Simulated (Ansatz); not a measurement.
Steps of a relaxation of CH6FGaSi, SMILES `F[CH2][GaH][SiH3]` with RKS PBE0-D4/def2-TZVP.

```sh
$ ansatz run in.yaml --threads 4 --pin off --events-out ev --progress --plain --max-ram 10444MiB
```

```yaml
crystal:
  periodic: [false, false, false]
  atoms:
    - {symbol: F, position_ang: [-1.005797, 2.361845, -1.706163]}
    - {symbol: C, position_ang: [-1.117908, 1.331670, -0.778406]}
    - {symbol: Ga, position_ang: [0.599974, 0.327143, -0.535708]}
    - {symbol: Si, position_ang: [0.741213, -1.502096, 1.052919]}
    - {symbol: H, position_ang: [-1.452719, 1.749190, 0.201693]}
    - {symbol: H, position_ang: [-1.921289, 0.626458, -1.101553]}
    - {symbol: H, position_ang: [1.853845, 0.776904, -1.395234]}
    - {symbol: H, position_ang: [1.580280, -1.077000, 2.236983]}
    - {symbol: H, position_ang: [1.409023, -2.712167, 0.443865]}
    - {symbol: H, position_ang: [-0.603524, -1.933247, 1.584405]}
basis:
  gaussian: {orbitals: def2-TZVP}
hamiltonian: {xc: pbe0, dispersion: d4}
relax: {f_tol: 0.005, max_steps: 150}
```

Positions (Å) and forces (eV/Å) along the path, 14 of 18 steps:

```xyz
10
step=1 energy=-64094.2347 eV
F    -1.006    2.362   -1.706   -0.125   -0.162    0.185
C    -1.118    1.332   -0.778   -0.316   -0.313    0.379
Ga    0.600    0.327   -0.536    0.047    0.099   -0.104
Si    0.741   -1.502    1.053    0.046   -0.213    0.211
H    -1.453    1.749    0.202    0.160   -0.100   -0.588
H    -1.921    0.626   -1.102    0.395    0.468    0.072
H     1.854    0.777   -1.395   -0.141   -0.068    0.113
H     1.580   -1.077    2.237   -0.196   -0.090   -0.275
H     1.409   -2.712    0.444   -0.163    0.284    0.129
H    -0.604   -1.933    1.584    0.293    0.095   -0.122
10
step=2 energy=-64094.2623 eV
F    -1.016    2.346   -1.689   -0.017    0.046   -0.033
C    -1.110    1.314   -0.767   -0.154   -0.118    0.150
Ga    0.609    0.325   -0.537   -0.041    0.044   -0.018
Si    0.736   -1.493    1.049    0.023   -0.076    0.064
H    -1.448    1.740    0.194    0.085   -0.057   -0.156
H    -1.912    0.630   -1.094    0.152    0.105    0.031
H     1.860    0.764   -1.385   -0.035   -0.008    0.020
H     1.566   -1.070    2.220   -0.045   -0.029   -0.064
H     1.393   -2.688    0.439   -0.035    0.061    0.039
H    -0.596   -1.919    1.573    0.067    0.032   -0.033
10
step=3 energy=-64094.2645 eV
F    -1.024    2.348   -1.690    0.012    0.020   -0.023
C    -1.110    1.314   -0.767   -0.015   -0.040    0.040
Ga    0.605    0.326   -0.535    0.016    0.006   -0.014
Si    0.740   -1.495    1.050   -0.009    0.004    0.003
H    -1.440    1.737    0.189   -0.003    0.010    0.008
H    -1.903    0.630   -1.094   -0.007   -0.004   -0.008
H     1.851    0.766   -1.382    0.015    0.005   -0.008
H     1.566   -1.078    2.218    0.003    0.007    0.007
H     1.392   -2.690    0.447   -0.001   -0.003   -0.011
H    -0.593   -1.911    1.566   -0.009   -0.005    0.007
10
step=4 energy=-64094.2647 eV
F    -1.024    2.344   -1.688   -0.003    0.024   -0.021
C    -1.109    1.310   -0.764    0.007   -0.023    0.016
Ga    0.610    0.328   -0.538    0.000    0.001    0.001
Si    0.736   -1.492    1.049    0.007    0.004   -0.005
H    -1.438    1.734    0.192   -0.002    0.005    0.007
H    -1.901    0.625   -1.091   -0.007   -0.005   -0.004
H     1.856    0.769   -1.385    0.001   -0.001    0.001
H     1.562   -1.074    2.218    0.003   -0.002    0.005
H     1.387   -2.686    0.442    0.001   -0.007    0.001
H    -0.597   -1.910    1.567   -0.006    0.003   -0.001
10
step=5 energy=-64094.2647 eV
F    -1.025    2.344   -1.689   -0.002    0.007   -0.006
C    -1.109    1.310   -0.764    0.002   -0.010    0.006
Ga    0.610    0.328   -0.537    0.001    0.001    0.000
Si    0.736   -1.492    1.049    0.003    0.001   -0.002
H    -1.438    1.734    0.192    0.000    0.002    0.001
H    -1.901    0.625   -1.090   -0.001   -0.001   -0.002
H     1.857    0.769   -1.385   -0.001    0.001    0.001
H     1.563   -1.075    2.218    0.001   -0.002    0.002
H     1.387   -2.687    0.443   -0.001   -0.003    0.001
H    -0.597   -1.908    1.566   -0.002    0.002   -0.001
10
step=7 energy=-64094.2648 eV
F    -1.033    2.334   -1.696    0.001   -0.008    0.008
C    -1.109    1.304   -0.766   -0.005    0.012   -0.010
Ga    0.618    0.337   -0.531    0.002   -0.002   -0.003
Si    0.738   -1.488    1.049   -0.002   -0.004    0.007
H    -1.442    1.731    0.188    0.000   -0.003   -0.001
H    -1.895    0.611   -1.089    0.002    0.000    0.003
H     1.865    0.788   -1.372    0.001    0.002    0.001
H     1.581   -1.093    2.215   -0.002    0.000   -0.005
H     1.361   -2.693    0.432   -0.002    0.003    0.001
H    -0.599   -1.883    1.574    0.004    0.000    0.000
10
step=11 energy=-64094.2650 eV
F    -1.038    2.329   -1.704    0.002    0.003   -0.003
C    -1.113    1.293   -0.781   -0.003   -0.013    0.007
Ga    0.624    0.354   -0.514   -0.001    0.012    0.005
Si    0.738   -1.482    1.056    0.010   -0.020    0.010
H    -1.473    1.708    0.169    0.001   -0.001   -0.005
H    -1.881    0.586   -1.123    0.003    0.006    0.000
H     1.885    0.834   -1.318   -0.002   -0.004    0.000
H     1.651   -1.137    2.184   -0.013   -0.004   -0.019
H     1.280   -2.705    0.396   -0.009    0.017    0.012
H    -0.590   -1.829    1.638    0.013    0.004   -0.007
10
step=12 energy=-64094.2650 eV
F    -1.036    2.330   -1.705    0.000    0.001   -0.002
C    -1.116    1.291   -0.785   -0.003   -0.006    0.018
Ga    0.623    0.359   -0.506    0.000   -0.005   -0.015
Si    0.739   -1.483    1.057    0.010   -0.014    0.021
H    -1.484    1.703    0.164    0.000   -0.001   -0.011
H    -1.878    0.584   -1.134    0.008    0.005    0.001
H     1.886    0.839   -1.307   -0.003    0.002    0.004
H     1.668   -1.146    2.176   -0.017   -0.008   -0.019
H     1.265   -2.709    0.390   -0.010    0.023    0.010
H    -0.585   -1.820    1.653    0.016    0.002   -0.007
10
step=13 energy=-64094.2651 eV
F    -1.036    2.329   -1.704   -0.001    0.003   -0.002
C    -1.115    1.291   -0.784   -0.002   -0.005    0.008
Ga    0.624    0.357   -0.508   -0.002    0.000   -0.003
Si    0.738   -1.482    1.057    0.008   -0.012    0.010
H    -1.482    1.704    0.165    0.002   -0.002   -0.007
H    -1.878    0.584   -1.132    0.004    0.003    0.001
H     1.886    0.838   -1.309   -0.003    0.000    0.002
H     1.664   -1.144    2.177   -0.011   -0.006   -0.013
H     1.267   -2.707    0.391   -0.006    0.014    0.008
H    -0.586   -1.822    1.650    0.011    0.004   -0.004
10
step=14 energy=-64094.2651 eV
F    -1.036    2.329   -1.705    0.000    0.001   -0.001
C    -1.115    1.291   -0.784   -0.002   -0.003    0.002
Ga    0.624    0.358   -0.508    0.001    0.003    0.003
Si    0.739   -1.482    1.058    0.002   -0.006    0.004
H    -1.483    1.703    0.164    0.002   -0.002   -0.003
H    -1.878    0.583   -1.133    0.001    0.002    0.001
H     1.886    0.840   -1.308   -0.001    0.000    0.000
H     1.667   -1.148    2.176   -0.005   -0.001   -0.007
H     1.264   -2.707    0.390   -0.003    0.005    0.003
H    -0.585   -1.819    1.652    0.004    0.001   -0.001
10
step=15 energy=-64094.2651 eV
F    -1.035    2.329   -1.705   -0.001    0.000    0.000
C    -1.116    1.290   -0.786   -0.001    0.000   -0.001
Ga    0.624    0.359   -0.505   -0.001    0.002    0.002
Si    0.739   -1.482    1.059    0.001    0.001   -0.001
H    -1.488    1.701    0.161    0.001   -0.001   -0.001
H    -1.876    0.581   -1.138    0.000    0.000    0.000
H     1.887    0.844   -1.302    0.000   -0.001    0.000
H     1.674   -1.152    2.172    0.001    0.000    0.000
H     1.255   -2.707    0.386    0.000   -0.001    0.000
H    -0.582   -1.815    1.661   -0.001    0.001   -0.001
10
step=16 energy=-64094.2651 eV
F    -1.034    2.329   -1.705   -0.001   -0.001    0.001
C    -1.116    1.289   -0.788   -0.001    0.000   -0.001
Ga    0.624    0.361   -0.502    0.001    0.001    0.001
Si    0.739   -1.481    1.060   -0.001    0.002   -0.001
H    -1.493    1.697    0.158    0.001    0.000   -0.001
H    -1.874    0.579   -1.144    0.001    0.001    0.000
H     1.888    0.849   -1.295    0.000    0.000    0.000
H     1.684   -1.158    2.167    0.001    0.000    0.001
H     1.245   -2.708    0.382    0.000   -0.002    0.000
H    -0.580   -1.808    1.670   -0.001    0.000    0.000
10
step=17 energy=-64094.2651 eV
F    -1.034    2.329   -1.706   -0.001   -0.002    0.001
C    -1.118    1.287   -0.790   -0.001    0.001   -0.001
Ga    0.624    0.364   -0.498    0.002    0.000   -0.001
Si    0.740   -1.480    1.061    0.000   -0.001    0.001
H    -1.500    1.693    0.154    0.000    0.000   -0.001
H    -1.871    0.576   -1.152    0.001    0.001    0.001
H     1.890    0.856   -1.286   -0.001    0.000    0.001
H     1.696   -1.167    2.161   -0.001    0.000   -0.001
H     1.230   -2.710    0.377    0.000    0.001    0.000
H    -0.576   -1.799    1.681    0.000    0.000    0.000
10
step=18 energy=-64094.2651 eV
F    -1.034    2.329   -1.706   -0.001   -0.001    0.001
C    -1.118    1.286   -0.791    0.000    0.001   -0.002
Ga    0.625    0.366   -0.497    0.002    0.000   -0.001
Si    0.740   -1.480    1.062    0.000    0.000    0.000
H    -1.501    1.691    0.153    0.000    0.000    0.000
H    -1.870    0.574   -1.154    0.001    0.000    0.001
H     1.891    0.859   -1.283   -0.001    0.000    0.000
H     1.700   -1.170    2.159   -0.001   -0.001   -0.001
H     1.225   -2.711    0.375   -0.001    0.001    0.001
H    -0.576   -1.795    1.685    0.001    0.000    0.000
```

Hardware: 4 threads of an Arm Neoverse V1 on a shared host. Wall time 54 s, peak host memory 0.49 GiB.
